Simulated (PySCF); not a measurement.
Trend along the alkali metals: MTe cations

CCSD(T) with double-zeta basis sets in PySCF, for the lowest determinant that a PBE0 search found; no spin–orbit coupling. De refers to high-spin ground-configuration atoms (the charge goes to the atom of lower measured ionisation energy or higher electron affinity, which is not always the lowest computed limit).

```csv
M,basis,"reference, frozen orbitals",charged atom,state (unpaired electrons),Re (Å),ωe (cm⁻¹),De (eV)
Li,cc-pVDZ/cc-pVDZ-PP,"UHF, 4",Li+,triplet (π ↑↑),2.830,301,1.06
Na,x2c-SVPall,"UHF, 19",Na+,triplet (π ↑↑),3.216,140,0.74
K,def2-SVP,"UHF, 9",K+,triplet (π ↑↑),3.766,82.1,0.42
Rb,def2-SVP,"UHF, 4",Rb+,triplet (π ↑↑),3.885,60.1,0.36
Cs,def2-SVP,"UHF, 4",Cs+,triplet (π ↑↑),4.134,48.9,0.31
```

By what factor does the harmonic wavenumber vary along the series?

At CCSD(T) it runs from 48.9 cm⁻¹ (CsTe⁺) to 301 cm⁻¹ (LiTe⁺), a factor of 6.16.

The rows differ in basis set, which adds steps of its own.

Down a group the atoms grow and get heavier, so bonds lengthen and wavenumbers fall; this series shows no clear exception.

Correlated steps freeze the inner cores (4 to 19 orbitals); shallow outer-core shells are correlated. Weak bonds: CsTe⁺, KTe⁺, RbTe⁺. Basis-set superposition, not corrected here, can be much of De in a small basis, most of all at correlated wavefunction levels. These are scalar-relativistic numbers at best; spin–orbit coupling would shift them, the dissociation energy most. For an ion De counts to the pair picked by the measured ionisation energies or electron affinities, which need not be the lowest pair at this level. States were picked by a PBE0 search and need not be the measured ground states.
